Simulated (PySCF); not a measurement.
An unknown shows these calculated signals:

$^{1}$H NMR (600 MHz, computed): δ 5.26 (s, 6H), 4.61 (d, 1H), 1.73 (d, 1H).

$^{13}$C{$^{1}$H} NMR (computed): δ 96.9 (CH), 89.9 (C).

PySCF calculation with structure optimised with GFN2-xTB and shieldings: GIAO PBE0/pcSseg-1; gas phase, averaged over atoms made equivalent by symmetry, fast rotation or ring inversion, one conformer, relativity neglected.

Referencing at the same level of theory: TMS for $^{1}$H (σ = 31.72 ppm) and $^{13}$C (σ = 186.93 ppm).

Question: Which of these does the molecule contain: a methoxy group, a C≡C triple bond, a three-membered ring, a Si–H bond, a (CH3)2CH unit?

Answer: 
- A methoxy group: no.
- A C≡C triple bond: yes (δC 96.9, 89.9; δH 1.73 (d)).
- A three-membered ring: no.
- A Si–H bond: yes (δH 4.61 (d)).
- A (CH3)2CH unit: no.

The data belong to SMILES C#C[SiH](O[SiH3])O[SiH3], C₂H₈O₂Si₃; they needn't prove each group on their own.

Carbon signals by region: 2 at 50–100 ppm.

Shifts are as computed. Against solution values, carbons near 30 ppm lie about +3 ppm off and those near 130 ppm about +5 ppm. Of 1211 compounds with measured shifts, 218 miss one by over three times the rms of a fit or turn the order of signals round; such compounds aren't used in these exercises. No couplings were computed; multiplicities are counted from neighbouring protons, with m where these are inequivalent, close in shift, in a saturated or five-membered ring or joined by F or P, and br s for small geminal =CH2 splittings.
